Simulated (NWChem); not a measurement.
Species: Si2H3 cation, singlet

```xyz
5

Si     0.0000     0.0000     1.3326
Si     0.0000     0.0000    -1.0754
H      1.2090    -0.7927    -1.4497
H      0.0820     1.4434    -1.4497
H     -1.2910    -0.6507    -1.4497
```
Atoms are numbered in this order, from 1.

Results from NWChem. Low-valent species are run as closed-shell singlets; no triplet was tried in these runs. Coordinates come from a PBE0/def2-SVP optimisation. GIAO values for the isolated, static molecule; σ is the absolute isotropic shielding, δ = σ(reference) − σ with the isolated reference molecule computed at the same levels (1H: tetramethylsilane, 29Si: tetramethylsilane).

Q: Predict the results for BHandHLYP/pcSseg-1. Quantities: δ Si1 (ppm); δ Si2 (ppm); δ H3 (ppm).

A: 
- δ Si1 (ppm): 2699.9
- δ Si2 (ppm): 46.5
- δ H3 (ppm): 3.99
